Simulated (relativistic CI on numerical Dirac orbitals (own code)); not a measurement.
# Pr⁷⁺: q coefficients and field-shift factors

Computed by Dirac-Coulomb-Breit CI, orbitals from a KLI potential per configuration, derivatives by finite differences, unscaled Slater integrals, QED left out (own radial code, finite nucleus).

CI space (outside the closed core [Kr] 4d10): 4f 5s2 5p3, 4f3 5s2 5p, 5s2 5p4, 4f2 5s2 5p2, 4f 5s 5p4, 4f 5s2 5p2 5d, 4f 5p5, 5s 5p5. Levels of other configurations are missing.

With x = (α/α₀)² − 1 an excitation energy changes as ω = ω₀ + qx; K = 2q/ω₀ is the relative enhancement. Terms are leading LS components, so labels can repeat. The field-shift factor is F = δν/δ⟨r²⟩ for the transition from the lowest level.

Lowest level 5s2 5p4 3P_2.

```tsv
Level	ω₀ (cm⁻¹)	q (cm⁻¹)	F (GHz/fm²)
5s2 5p4 3P_0	17380.9	6914	-0.337
5s2 5p4 3P_1	28319.5	36030	-2.23
5s2 5p4 1D_2	32094.9	34930	-5.33
4f 5s2 5p3 5F_3	33269.4	33780	-7.35
4f 5s2 5p3 5F_4	34899.9	37110	-7.37
4f 5s2 5p3 5F_1	37131.9	42010	-7.51
4f 5s2 5p3 5F_5	38711.8	41910	-7.44
4f 5s2 5p3 5F_2	39820.3	43960	-5.48
4f 5s2 5p3 3F_3	40124.4	37460	-7.34
4f 5s2 5p3 3F_4	49073.3	37470	-7.46
4f 5s2 5p3 3F_2	51659.0	44220	-7.3
4f 5s2 5p3 3G_3	59013.6	63150	-8.74
4f 5s2 5p3 3G_4	60787.1	64620	-8.62
```

At this charge configurations can still be misplaced by up to about 7 % of their energy. Levels and lines within the n = 5 or 6 shells can be off by up to 10 % or somewhat more, and those that change n by about 2 %, since core polarisation is missing. Levels that differ in their count of f electrons can be misplaced by several ten thousand cm⁻¹, since the correlation energy of f electrons is missing or only estimated; rates across such gaps can be off by orders of magnitude.

(1) Which transition from the lowest level has the largest |K|?

Answers

(1) 5s2 5p4 3P_1 at 28319.5 cm⁻¹, K = 2.54.
